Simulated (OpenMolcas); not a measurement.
Os4+ (d4) among equal point charges was computed by CASSCF with the d shell active (OpenMolcas, ANO-RCC-VDZP on the metal). Its lowest spin-free states, and all those of the highest spin:

```json
{"2S+1": "5", "Degeneracy": "3", "E (cm-1)": "0.0"}
{"2S+1": "5", "Degeneracy": "2", "E (cm-1)": "3235"}
{"2S+1": "3", "Degeneracy": "3", "E (cm-1)": "15700"}
{"2S+1": "3", "Degeneracy": "3", "E (cm-1)": "17112"}
{"2S+1": "3", "Degeneracy": "3", "E (cm-1)": "18381"}
{"2S+1": "3", "Degeneracy": "2", "E (cm-1)": "19704"}
{"2S+1": "3", "Degeneracy": "3", "E (cm-1)": "20441"}
{"2S+1": "3", "Degeneracy": "3", "E (cm-1)": "20743"}
{"2S+1": "1", "Degeneracy": "1", "E (cm-1)": "21512"}
{"2S+1": "3", "Degeneracy": "3", "E (cm-1)": "22529"}
{"2S+1": "3", "Degeneracy": "3", "E (cm-1)": "22773"}
{"2S+1": "3", "Degeneracy": "1", "E (cm-1)": "22859"}
```

Task: Is the site octahedral, tetrahedral or cube-like, axial, or of lower symmetry?

Result: The states with 2S+1 = 5 have orbital degeneracies 3, 2. Threefold states need a cubic site. For d4 at this spin an octahedron puts the twofold E below the threefold T2 and a tetrahedron or cube puts the threefold T2 below the twofold E, so the site is a tetrahedron or a cube, which this pattern cannot tell apart. The first gap at this spin, 3240 cm-1, is |10Dq| in ligand-field theory. The run had Os4+ among 4 point charges of -1.5 e arranged as a tetrahedron (Td), 2 Å from the ion.

Spin-orbit coupling mixes the spin-free states strongly: the lowest level takes only 48 % from its leading state, 5T2. Without dynamic correlation the repulsion within the d shell is too large (B by tens of per cent), so at a given field states of lower spin stand too high. Point charges give a weaker field than real ligands, and real ions of this kind are as a rule low spin; the high spin found here belongs to the model. The ground term spreads over less than 5000 cm-1, several times less than with real ligands, so orbital moments are less quenched and χT lies further from the spin-only value than at real sites. Point charges carry no covalency, so the field is a model and not that of real ligands. No measured value stands beside these numbers.
